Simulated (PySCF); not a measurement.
A structure optimised at r2SCAN-D4/def2-SVP, used in a PySCF frequency run:

```
Si
N 1 1.7427
H 2 1.0168 1 117.82
H 2 1.0168 3 109.30 1 -138.05
H 1 1.4960 2 107.83 3 53.83
H 1 1.4960 5 109.24 2 -116.93
Si 1 2.3612 5 108.36 6 -117.86
H 7 1.4982 1 112.69 5 59.21
H 7 1.4987 8 108.05 1 -122.07
H 7 1.4987 8 108.05 9 -115.86
```

Question: Write its SMILES, formula and point group.

Answer: N[SiH2][SiH3], H7NSi2, Cs

Question: What are its rotational constants (standard atomic weights)?

Answer: 14.710, 3.1435, 2.8002 GHz
